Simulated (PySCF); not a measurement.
**Ionisation energy of Mg²⁺ by level of theory**

Mg²⁺ [Ne] (1S) → Mg³⁺ [He] 2s2 2p5 (2P), as a difference of total energies. Computed with PySCF 2.14 in jorge-DZP-DKH (7s4p1d, 24 functions), with scalar relativity by spin-free X2C-1e. Correlated levels: valence: [He] 2s2 frozen. The calculations carry no spin-orbit coupling.

```json
{"method": "UHF", "ionisation energy (eV)": "78.956"}
{"method": "PBE0", "ionisation energy (eV)": "80.534"}
{"method": "SCS-MP2 (valence)", "ionisation energy (eV)": "79.441"}
{"method": "CCSD (valence)", "ionisation energy (eV)": "79.472"}
{"method": "CCSD(T) (valence)", "ionisation energy (eV)": "79.485"}
```

Estimate what TPSS gives.

80.463 eV, closest to PBE0 among the rows shown.

Estimate what MP2 (valence) gives.

79.466 eV, closest to CCSD (valence) among the rows shown.

Errors of the correlated levels include the incompleteness of this basis and the frozen core.

For comparison: 80.144 eV (measured; NIST Atomic Spectra Database, ionization energies).
